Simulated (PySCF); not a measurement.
## Structure revision by computed shifts

A compound C$_{7}$H$_{7}$NO gives the data below (simulated from a calculation) and was assigned the structure `CC(=O)c1ccccn1`.

¹³C{¹H} NMR (computed): δ 197.7 (C), 155.1 (CH, 2C), 140.3 (C), 122.8 (CH, 2C), 27.6 (CH3).

¹H NMR (600 MHz, computed): δ 8.99 (dd, J = 5.7, 1.0 Hz, 2H), 7.51 (dd, J = 5.7, 1.0 Hz, 2H), 2.58 (s, 3H).

[PySCF 2.14: J: B3LYP/pcJ-1 (without the spin–dipole term); PBE0-D3(BJ)/def2-SVP structure; σ from GIAO-PBE/pcSseg-1; rapidly exchanging positions averaged; single conformer; no solvent; non-relativistic Hamiltonian]

δ = σ(ref) − σ, references computed at the same level: ¹H (σref 31.20), ¹³C (σref 180.03) vs TMS.

(1) Compare with the shifts computed for the proposed structure, pairing carbons in order of shift.

(2) Which isomer fits?

## Answers

(1) Mapped SMILES: `[CH3:1][C:2](=[O:3])[c:4]1[cH:5][cH:6][cH:7][cH:8][n:9]1`; H(Xn) means a hydrogen on atom n.

```tsv
atom	computed for proposal	given list	difference
C2	201.6	197.7	+3.9
C4	153.4	155.1	-1.7
C8	152.2	155.1	-2.9
C6	139.1	140.3	-1.2
C7	130.4	122.8	+7.6
C5	124.0	122.8	+1.2
C1	28.8	27.6	+1.2
```

The rms difference is 3.6 ppm and the largest +7.6 ppm at C7 (aromatic CH). The proposal also would give 7 carbon signals, not 5. The carbon types in order of shift don't match either: C, C, CH, CH, CH, CH, CH3 for the proposal against C, CH, CH, C, CH, CH, CH3 in the data. The proposal doesn't fit.

(2) `CC(=O)c1ccncc1`.

- Carbon types of the structure: 2 × C, 4 × CH, 1 × CH3, which accounts for all hydrogens.
- δC 197.7: ketone carbonyl carbon; low-lying n→π* states of the double bond to the heteroatom give a large paramagnetic term (-263 ppm).
- δC 155.1: aromatic CH next to a ring nitrogen; the adjacent pyridine-type nitrogen withdraws density from it.
- δC 122.8: aromatic CH.
- δH 8.99: hydrogen on an aromatic CH next to a ring nitrogen; ring current plus the neighbouring ring nitrogen.
- The protons at 7.51 and 8.99 share a coupling of 5.7 Hz (vicinal, an ortho-type coupling).

The shifts were computed for this structure.

Multiplet labels drop couplings under 1 Hz and merge nearly equal ones. Couplings among chemically equivalent protons are left out too, so labels in AA′BB′ or AA′XX′ sets are apparent multiplicities. Unscaled 3J(H,H) at this level run about 10 % above measured values. Shifts are as computed. Against solution values, carbons near 30 ppm lie about +2 ppm off and those near 130 ppm about +2 ppm. Of 1211 compounds with measured shifts, 218 miss one by over three times the rms of a fit or turn the order of signals round; such compounds aren't used in these exercises.
